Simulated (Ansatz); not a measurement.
A nudged elastic band was laid between two geometries of CH3FOSe (7 atoms, charge 0, multiplicity 1).

The calculation used RKS B3LYP/def2-SVP (Ansatz).

```json
{
  "movable images": "2",
  "climbing image": "no",
  "spring": "5.0 eV/Å²",
  "optimiser": "quadratic models (default)",
  "start path": "through a guess of the saddle point",
  "force threshold": "0.05 eV/Å",
  "iteration limit": "60",
  "end points": "relaxed"
}
```

Initial state:

```xyz
7
Properties=species:S:1:pos:R:3
O -0.154 -0.627 1.351
C -0.062 0.281 0.343
F -1.283 0.560 -0.211
Se 1.142 -0.417 -1.104
H -0.447 -1.475 0.980
H 0.352 1.211 0.757
H 0.515 0.398 -2.161
```

Final state:

```xyz
7
Properties=species:S:1:pos:R:3
O -0.541 -0.794 1.143
C -0.300 0.183 0.210
F -1.493 0.733 -0.098
Se 0.558 -0.631 -1.418
H 0.302 -1.183 1.414
H 0.371 0.986 0.568
H 1.165 0.639 -1.865
```

Q: What changes between the two ends?

A: No bond is made or broken. The dihedral H5–O1–C2–Se4 goes from -55 to 62°.

Q: What energy profile does the band end with?

A: It converged. The highest image is number 2 of 0 to 3, 18.9 kJ/mol above the first end and 1.8 kJ/mol above the last; the last end lies 17.0 kJ/mol above the first. No image climbed, so the highest image needn't sit at the top of the path. So few images can step over the top or miss a turn of the path.

```csv
image,path coordinate (Å),energy (kJ/mol),dihedral H5–O1–C2–Se4 (°)
0,0.00,0.0,-55
1,0.73,6.7,-52
2,1.47,18.9,-10
3,2.20,17.0,62
```

Q: What is the geometry of the highest image?

A: 
```xyz
7
Properties=species:S:1:pos:R:3
O -0.217 -0.562 1.348
C -0.269 0.243 0.245
F -1.563 0.591 -0.019
Se 0.519 -0.628 -1.382
H 0.047 -1.463 1.127
H 0.292 1.171 0.435
H 1.253 0.579 -1.801
```

Run time: 62 s on 1 thread of Arm Neoverse V2, with other jobs on the host, peak memory 0.18 GiB.
